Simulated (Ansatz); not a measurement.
`C=CBCl` + H₂ → `BC=C` + HCl at 298.15 K and 1 bar (hydrogenolysis of a B–Cl bond).

Isolated molecules relaxed with PBE0-D4/def2-TZVP in Ansatz; ΔE leaves out vibrations. CBS: MP2 limit from def2 TZ/QZ plus the TZ coupled-cluster correction, frozen cores. This one scheme is used for every species. One conformer a species, not always the lowest.

```tsv
species	CCSD(T)/CBS energy (Eh)	H − E (kJ/mol)	S (J/(mol·K))
`C=CBCl`	-563.09944	163.6	297.8
H₂	-1.17544	35.1	130.4
`BC=C`	-103.86193	178.1	264.9
HCl	-460.38127	26.6	186.8
```

H − E and S are ideal-gas, rigid-rotor, harmonic terms from PBE0-D4/def2-TZVP, for one conformer and one mirror image of each species. The MP2-based limit puts H₂ 0.8 mEh under its directly extrapolated value; such offsets cancel only in part. 1 Eh = 2625.50 kJ/mol, R = 8.31446 J/(mol·K).

Question: By hand: ΔE, ΔH, ΔS and ΔG.

Answer: ΔE = (-103.86193) + (-460.38127) − (-563.09944) − (-1.17544) = 0.03168 Eh = 83.2 kJ/mol. Δ(H − E) = 178.1 + 26.6 − 163.6 − 35.1 = 6.0, so ΔH = 89.2 kJ/mol. ΔS = 264.9 + 186.8 − 297.8 − 130.4 = 23.5 J/(mol·K). ΔG = 89.2 − 298.15 × (23.5)/1000 = 82.2 kJ/mol.

Question: By hand: the equilibrium constant, and the temperature at which ΔG would vanish if ΔH and ΔS stayed fixed.

Answer: log₁₀ K = −ΔG/(RT ln 10) = -14.4. ΔG = 0 at ΔH/ΔS = 3796 K, far beyond where these terms or the molecules hold.

ΔH outweighs TΔS. A doubt of 5 kJ/mol in ΔE shifts log₁₀ K by 0.9 here. Other conformers and mirror images would add mixing entropy, several J/(mol·K) or more a flexible species. These are equilibria of isolated gas molecules and say nothing of rates. Largest T1 diagnostic: 0.012 (customary marks: 0.02 for closed shells, 0.045 for open ones).
